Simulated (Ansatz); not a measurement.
Reaction (ligand exchange at the Si–C bond): `C[SiH2][O][GeH3]` + H–F → `F[SiH2][O][GeH3]` + CH₄

Computed with Ansatz on PBE0-D4/def2-TZVP structures; ΔE is electronic, products minus reactants. CCSD(T)/CBS adds triple-zeta CCSD(T) − MP2 to the extrapolated MP2 energy (def2 sets, frozen cores). This one scheme is used for every species. DFT in def2-TZVPP. B3LYP here is the variant with VWN-RPA as its local correlation; programs differ in this. HSE06 is defined as in plane-wave codes. For Ge outer-core shells are correlated without core-valence functions, which leaves a few kJ/mol of doubt a bond. Scalar relativity is left out up to krypton. Each species was taken in one conformer, which may not be the lowest.

| level | ΔE (kJ/mol) | difference from CCSD(T)/CBS |
| --- | --- | --- |
| LDA (SPW92) | -146.8 | 8.8 |
| revPBE-D4 | -143.4 | 12.2 |
| r2SCAN-D4 | -160.8 | -5.2 |
| B97M-V | -164.4 | -8.8 |
| PBE0-D4 | -148.9 | 6.7 |
| B3LYP-D4 | -161.8 | -6.2 |
| r2SCANh-D4 | -160.1 | -4.5 |
| r2SCAN0-D4 | -159.4 | -3.8 |
| HSE06-D4 | -148.7 | 6.9 |
| BHLYP-D4 | -167.2 | -11.6 |
| CAM-B3LYP-D4 | -166.2 | -10.6 |
| ωB97X-V | -159.4 | -3.8 |
| ωB97M-V | -158.9 | -3.3 |
| B2PLYP | -165.7 | -10.1 |
| PBE-QIDH | -154.8 | 0.8 |
| PBE | -151.2 | 4.4 |
| revPBE | -152.0 | 3.6 |
| BLYP | -168.1 | -12.5 |
| r2SCAN | -162.0 | -6.4 |
| PBE0 | -152.3 | 3.3 |
| B3LYP | -167.9 | -12.3 |
| r2SCANh | -161.4 | -5.8 |
| r2SCAN0 | -160.7 | -5.1 |
| HSE06 | -151.9 | 3.7 |
| BHLYP | -172.2 | -16.6 |
| CAM-B3LYP | -169.7 | -14.1 |
| RPA@PBE/def2-TZVPP | -156.4 | -0.8 |
| HF/def2-SVP | -169.4 | -13.8 |
| MP2/def2-SVP | -157.6 | -2.0 |
| CCSD/def2-SVP | -158.2 | -2.6 |
| CCSD(T)/def2-SVP | -156.6 | -1.0 |
| MP2/def2-TZVPP | -156.8 | -1.2 |
| CCSD/def2-TZVPP | -159.4 | -3.8 |
| CCSD(T)/def2-TZVPP | -156.6 | -1.0 |
| HF/def2-QZVPP | -182.1 | -26.5 |
| MP2/def2-QZVPP | -156.9 | -1.3 |
| SCS-MP2/def2-QZVPP | -162.5 | -6.9 |
| HF/CBS(def2) | -182.4 | -26.8 |
| MP2/CBS(def2) | -155.8 | -0.2 |
| CCSD/CBS(def2) | -158.4 | -2.8 |
| CCSD(T)/CBS | -155.6 | 0 |

(1) What do rigid-rotor, harmonic-oscillator terms from PBE0-D4/def2-TZVP frequencies (298.15 K, 1 bar) make of the CCSD(T)/CBS value? (Best estimate.)

Largest T1 diagnostic among the species: 0.012.

Answers

(1) Ansatz gave: ΔZPE = +5.5 kJ/mol, ΔH = -151.9 kJ/mol, ΔS = -10 J/(mol·K), ΔG = -148.9 kJ/mol. Modes under 50 cm⁻¹ make the entropy rough.

The D4 term adds +6.1 kJ/mol with B3LYP and +3.4 kJ/mol with PBE0; it sums over pairs of atoms, weighted by their polarisabilities, and B3LYP, whose exchange is more repulsive, gets the larger term. Leaving LDA and LC-ωPBE aside and taking each functional with its dispersion term where it has one, the values spread over 23.9 kJ/mol, from BHLYP-D4 to revPBE-D4. LDA lies +4.4 kJ/mol from PBE without D4. In def2-TZVPP, CCSD(T) changes the Hartree–Fock value by +23.5 kJ/mol (the triples alone add +2.8 kJ/mol) and MP2 by +23.3 kJ/mol.
